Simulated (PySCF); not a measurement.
hexafluoroethane (C2F6), singlet, at a GFN2-xTB geometry; PySCF with R2SCAN/STO-3G.

Here is a job for PySCF.
```python
from pyscf import gto, scf, dft

mol = gto.M(
    atom='''
F     1.404115   -0.282840   -1.021312
C     0.767125   -0.061688    0.122481
F     1.243441    1.055497    0.659089
F     1.026413   -1.068100    0.948818
C    -0.767125    0.061688   -0.122481
F    -1.026413    1.068100   -0.948818
F    -1.243441   -1.055497   -0.659089
F    -1.404115    0.282840    1.021312
''',
    basis='sto-3g',
    charge=0,
    spin=0,
    verbose=4,
)

mf = dft.RKS(mol)
mf.xc = 'r2scan'
mf.grids.becke_scheme = dft.gen_grid.stratmann
mf.kernel()
mf.analyze()
```

The log (banner, timings and long lists left out):

```
PySCF version 2.14.0

[INPUT] verbose = 4
[INPUT] num. atoms = 8
[INPUT] num. electrons = 66
[INPUT] charge = 0
[INPUT] spin (= nelec alpha-beta = 2S) = 0
[INPUT] symmetry False subgroup None
[INPUT] Mole.unit = angstrom
[INPUT] Symbol           X                Y                Z      unit          X                Y                Z       unit  Magmom
[INPUT]  1 F      1.404115000000  -0.282840000000  -1.021312000000 AA    2.653392797394  -0.534490137072  -1.929999967732 Bohr   0.0
[INPUT]  2 C      0.767125000000  -0.061688000000   0.122481000000 AA    1.449656153307  -0.116573425172   0.231455545463 Bohr   0.0
[INPUT]  3 F      1.243441000000   1.055497000000   0.659089000000 AA    2.349762942055   1.994600255300   1.245497701713 Bohr   0.0
[INPUT]  4 F      1.026413000000  -1.068100000000   0.948818000000 AA    1.939639460693  -2.018416473648   1.793006162058 Bohr   0.0
[INPUT]  5 C     -0.767125000000   0.061688000000  -0.122481000000 AA   -1.449656153307   0.116573425172  -0.231455545463 Bohr   0.0
[INPUT]  6 F     -1.026413000000   1.068100000000  -0.948818000000 AA   -1.939639460693   2.018416473648  -1.793006162058 Bohr   0.0
[INPUT]  7 F     -1.243441000000  -1.055497000000  -0.659089000000 AA   -2.349762942055  -1.994600255300  -1.245497701713 Bohr   0.0
[INPUT]  8 F     -1.404115000000   0.282840000000   1.021312000000 AA   -2.653392797394   0.534490137072   1.929999967732 Bohr   0.0

nuclear repulsion = 461.930271536909
number of shells = 24
number of NR pGTOs = 120
number of NR cGTOs = 40
basis = sto-3g
ecp = {}

******** <class 'pyscf.dft.rks.RKS'> ********
method = RKS
initial guess = minao
damping factor = 0
level_shift factor = 0
DIIS = <class 'pyscf.scf.diis.CDIIS'>
diis_start_cycle = 1
diis_space = 8
diis_damp = 0
SCF conv_tol = 1e-09
SCF conv_tol_grad = None
SCF max_cycles = 50
direct_scf = True
direct_scf_tol = 1e-13
XC library pyscf.dft.libxc version 7.1.2
    S. Lehtola, C. Steigemann, M. J. T. Oliveira, and M. A. L. Marques,  SoftwareX 7, 1–5 (2018)
XC functionals = r2scan
    J. W. Furness, A. D. Kaplan, J. Ning, J. P. Perdew, and J. Sun,  J. Phys. Chem. Lett. 11, 8208–8215 (2020)
    J. W. Furness, A. D. Kaplan, J. Ning, J. P. Perdew, and J. Sun,  J. Phys. Chem. Lett. 11, 9248–9248 (2020)
    J. W. Furness, A. D. Kaplan, J. Ning, J. P. Perdew, and J. Sun,  J. Phys. Chem. Lett. 11, 8208–8215 (2020)
    J. W. Furness, A. D. Kaplan, J. Ning, J. P. Perdew, and J. Sun,  J. Phys. Chem. Lett. 11, 9248–9248 (2020)
radial grids:
    Treutler-Ahlrichs [JCP 102, 346 (1995); DOI:10.1063/1.469408] (M4) radial grids

becke partition: Stratmann, Scuseria, Frisch. CPL, 257, 213 (1996); DOI:10.1016/0009-2614(96)00600-8
pruning grids: <function nwchem_prune>
grids dens level: 3
symmetrized grids: False
atomic radii adjust function: <function treutler_atomic_radii_adjust>
small_rho_cutoff = 0
Set gradient conv threshold to 3.16228e-05
Initial guess from minao.
tot grids = 113808
init E= -666.816015934661
  HOMO = -0.377588173324587  LUMO = 0.0976121318607508  gap/eV = 12.93086
cycle= 1 E= -665.105320205077  delta_E= 1.71  |g|= 1.02  |ddm|= 3.91
  HOMO = -0.131971824519244  LUMO = 0.11390527728755  gap/eV = 6.69066
cycle= 2 E= -664.751637046307  delta_E= 0.354  |g|= 1.61  |ddm|= 3.28
  HOMO = -0.126532398590079  LUMO = 0.257874588700009  gap/eV = 10.46025
cycle= 3 E= -665.425736511977  delta_E= -0.674  |g|= 0.0175  |ddm|= 2.05
  HOMO = -0.132070067559548  LUMO = 0.251921043458003  gap/eV = 10.44893
cycle= 4 E= -665.425823628142  delta_E= -8.71e-05  |g|= 0.00169  |ddm|= 0.0225
  HOMO = -0.131895349971939  LUMO = 0.252176756942326  gap/eV = 10.45113
cycle= 5 E= -665.425824560992  delta_E= -9.33e-07  |g|= 1.04e-05  |ddm|= 0.00276
  HOMO = -0.13189608523033  LUMO = 0.252175561123504  gap/eV = 10.45112
cycle= 6 E= -665.425824561028  delta_E= -3.57e-11  |g|= 4.81e-06  |ddm|= 2.79e-05
  HOMO = -0.131895909087232  LUMO = 0.25217618105973  gap/eV = 10.45113
Extra cycle  E= -665.42582456103  delta_E= -2.05e-12  |g|= 5.49e-06  |ddm|= 1.69e-05
converged SCF energy = -665.42582456103
**** SCF Summaries ****
Total Energy =                        -665.425824561030140
Nuclear Repulsion Energy =             461.930271536908947
One-electron Energy =                -1851.241055303789153
Two-electron Energy =                  723.884959205850009
Two-electron Coulomb Energy =          797.968749738957513
DFT Exchange-Correlation Energy =      -74.083790533107475
HOMO-LUMO gap [eV] =                    10.451133904497210
**** MO energy ****
MO #1   energy= -24.2021121947617  occ= 2
MO #2   energy= -24.2020985623348  occ= 2
MO #3   energy= -24.2017659296617  occ= 2
MO #4   energy= -24.2017640924779  occ= 2
MO #5   energy= -24.2017474681535  occ= 2
MO #6   energy= -24.2017456307173  occ= 2
MO #7   energy= -10.0725845784735  occ= 2
MO #8   energy= -10.0714428612117  occ= 2
MO #9   energy= -1.19946600499935  occ= 2
MO #10  energy= -1.17411523227168  occ= 2
MO #11  energy= -1.09050605340652  occ= 2
MO #12  energy= -1.09050362881641  occ= 2
MO #13  energy= -1.07926398525192  occ= 2
MO #14  energy= -1.0792614750044   occ= 2
MO #15  energy= -0.640411257118011 occ= 2
MO #16  energy= -0.497643721338334 occ= 2
MO #17  energy= -0.45636809188754  occ= 2
MO #18  energy= -0.432899878890681 occ= 2
MO #19  energy= -0.432898657394577 occ= 2
MO #20  energy= -0.390097036375526 occ= 2
MO #21  energy= -0.390096837806076 occ= 2
MO #22  energy= -0.267089296687774 occ= 2
MO #23  energy= -0.223994686394127 occ= 2
MO #24  energy= -0.223990022539524 occ= 2
MO #25  energy= -0.220565905364797 occ= 2
MO #26  energy= -0.220560487749291 occ= 2
MO #27  energy= -0.199098064161954 occ= 2
MO #28  energy= -0.199093784991226 occ= 2
MO #29  energy= -0.19164718348147  occ= 2
MO #30  energy= -0.191642559005938 occ= 2
MO #31  energy= -0.183961671837123 occ= 2
MO #32  energy= -0.181399796731951 occ= 2
MO #33  energy= -0.131895909087232 occ= 2
MO #34  energy= 0.25217618105973   occ= 0
MO #35  energy= 0.252177180870716  occ= 0
MO #36  energy= 0.32248818114953   occ= 0
MO #37  energy= 0.358097594874477  occ= 0
MO #38  energy= 0.360161308670009  occ= 0
MO #39  energy= 0.412218668766692  occ= 0
MO #40  energy= 0.412220626294007  occ= 0
 ** Mulliken pop on meta-lowdin orthogonal AOs  **
 ** Mulliken pop  **
pop of  0 F 1s            1.99994
pop of  0 F 2s            1.88662
pop of  0 F 2px           1.78204
pop of  0 F 2py           1.88772
pop of  0 F 2pz           1.51355
pop of  1 C 1s            1.99976
pop of  1 C 2s            1.09151
pop of  1 C 2px           1.00242
pop of  1 C 2py           0.84686
pop of  1 C 2pz           0.84984
pop of  2 F 1s            1.99994
pop of  2 F 2s            1.88662
pop of  2 F 2px           1.84034
pop of  2 F 2py           1.52884
pop of  2 F 2pz           1.81413
pop of  3 F 1s            1.99994
pop of  3 F 2s            1.88663
pop of  3 F 2px           1.89437
pop of  3 F 2py           1.59519
pop of  3 F 2pz           1.69375
pop of  4 C 1s            1.99976
pop of  4 C 2s            1.09151
pop of  4 C 2px           1.00242
pop of  4 C 2py           0.84686
pop of  4 C 2pz           0.84984
pop of  5 F 1s            1.99994
pop of  5 F 2s            1.88663
pop of  5 F 2px           1.89437
pop of  5 F 2py           1.59519
pop of  5 F 2pz           1.69375
pop of  6 F 1s            1.99994
pop of  6 F 2s            1.88662
pop of  6 F 2px           1.84034
pop of  6 F 2py           1.52884
pop of  6 F 2pz           1.81413
pop of  7 F 1s            1.99994
pop of  7 F 2s            1.88662
pop of  7 F 2px           1.78204
pop of  7 F 2py           1.88772
pop of  7 F 2pz           1.51355
 ** Mulliken atomic charges  **
charge of    0F =     -0.06987
charge of    1C =      0.20961
charge of    2F =     -0.06987
charge of    3F =     -0.06987
charge of    4C =      0.20961
charge of    5F =     -0.06987
charge of    6F =     -0.06987
charge of    7F =     -0.06987
Dipole moment(X, Y, Z, Debye):  0.00000,  0.00000, -0.00000
```
